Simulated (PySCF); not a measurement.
# HfOCl₂ + 2 HF → HfOF₂ + 2 HCl

Level: PBE0 in the def2-TZVP basis family, computed in PySCF with density fitting; scalar-relativistic core potentials for atoms from Rb on, none lighter, no spin–orbit coupling; open shells unrestricted.

| species | state and structure | E (Eh) | ZPE (kJ/mol) | H(298 K) − H(0) (kJ/mol) | S° (J/(mol K)) |
| --- | --- | --- | --- | --- | --- |
| HfOCl₂ | singlet, Cs, Hf–Cl 2.365 Å (×2), Hf–O 1.742 Å; Cl–Hf–Cl 120.5°, Cl–Hf–O 112.0° (×2) | -1043.49640 | 12.4 | 17.3 | 346.7 |
| HF | singlet, C∞v, H–F 0.920 Å | -100.39188 | 24.9 | 8.7 | 173.6 |
| HfOF₂ | singlet, Cs, Hf–F 1.928 Å (×2), Hf–O 1.754 Å; F–Hf–F 116.9°, F–Hf–O 110.8° (×2) | -322.95279 | 16.3 | 15.6 | 320.2 |
| HCl | singlet, C∞v, H–Cl 1.279 Å | -460.66440 | 17.9 | 8.7 | 186.6 |

Question: What is the electronic reaction energy?

Answer: At PBE0/def2-TZVP, ΔE = -3.8 kJ/mol from the differences of the total energies times 2625.5, downhill. Ligand exchange with HF takes part in thermal etching.

Question: Add zero-point, thermal and entropy terms for 298.15 K and 1 bar.

Answer: ΔZPE = -10.1 and Δ[H(298) − H(0)] = -1.7 kJ/mol give ΔH° = -15.6 kJ/mol. ΔS° = -0.5 J/(mol K), so ΔG° = -15.6 − 298.15 × (-0.0005) = -15 kJ/mol and log₁₀K = 2.7.

Spin–orbit coupling can matter for HfOCl₂, HfOF₂ and is left out. Each species is the lowest minimum found with this bonding; other isomers or fragments can lie lower.
